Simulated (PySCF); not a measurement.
CHO, charge +1, multiplicity 1.

```xyz
3

H      0.0000     0.0000    -1.3885
O      0.0000     0.0000    -0.3945
C      0.0000     0.0000     0.7575
```
Charge +1, spin multiplicity 1.

Coordinates come from a PBE0-D3(BJ)/def2-TZVPD optimisation.

The numbers are results of PBE/pcSseg-2 (PySCF), not measurements. Non-relativistic, no solvent.

**Question.** Give the absolute GIAO shielding of each atom: isotropic value and principal components (ppm). (An estimate is asked for; the answer gives what the named calculation found.)

**Answer.** 
```
atom  σ(iso)     σ11     σ22    σ33   span
----  ------  ------  ------  -----  -----
H1      20.8    13.0    13.0   36.2   23.2
O2      79.3   -86.8   -86.8  411.6  498.4
C3     -17.9  -160.9  -160.9  268.2  429.0
```
